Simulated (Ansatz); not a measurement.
A run for Ansatz (a first-principles code): R-CAM-B3LYP/def2-TZVPPD on CH4O (a complex). Files ending in .json are basis or fitting sets from the Basis Set Exchange.

Ansatz 0.2 input:
```yaml
crystal:
  periodic: [false, false, false]
  atoms:
    - {symbol: C, position_ang: [-0.35073975, -0.50688680, 0.04175197]}
    - {symbol: O, position_ang: [0.32918566, 0.24201725, -0.60192827]}
    - {symbol: H, position_ang: [-1.40291903, -0.27408985, 0.29596654]}
    - {symbol: H, position_ang: [0.03506060, -1.47353629, 0.41948259]}
    - {symbol: H, position_ang: [0.13517481, 0.37666491, 2.95771758]}
    - {symbol: H, position_ang: [-0.30582882, -0.11931507, 3.29485002]}
basis:
  gaussian:
    orbitals: def2-TZVPPD.json
hamiltonian:
  xc: {name: CAM-B3LYP}
scf: {lower_state_search: off}
```

It printed:

```
WARN ansatz: RAYON_NUM_THREADS=2 ignored (pool sized by the plan → 2); use --threads N
Functional definition: CAM-B3LYP
these checks for a lower state are left out or cut short: stability, starts, cluster_reference, orbital_swaps, neighbouring_geometries, increment
integrals: 0.04 GiB planned
594 factors; their error is unknown
integrals: 0.07 GiB planned
212 factors; integrals over basis functions are off by at most 3.4e-5 eV
mean field: 0.46 GiB planned
mean field evaluation 1: about -3144.8224 eV, gradient 4.2e1 eV
mean field evaluation 2: about -3140.9147 eV, gradient 6.4e1 eV
mean field evaluation 4: about -3147.7428 eV, gradient 1.7e0 eV
mean field evaluation 8: about -3147.7495 eV, gradient 5.9e-2 eV
mean field evaluation 16: about -3147.7435 eV, gradient 5.8e-6 eV
mean field -3147.74353722 eV, -115.6774413755 hartree, gradient 5.9e-6 eV, S^2 0.000000; 0 other end points of the search recorded, 0 dependent functions left out
reference -3147.74365769 eV, -115.6774458027 hartree; 9, 9 occupied and 136, 136 virtual orbitals, 594 factors
Total energy: -3147.74365769 eV, -115.6774458027 hartree
Checks for a lower state left out: stability, starts, cluster_reference, orbital_swaps, neighbouring_geometries, increment
```

The calculation finished and met its thresholds.

Cost: roughly 2.1 core-seconds.
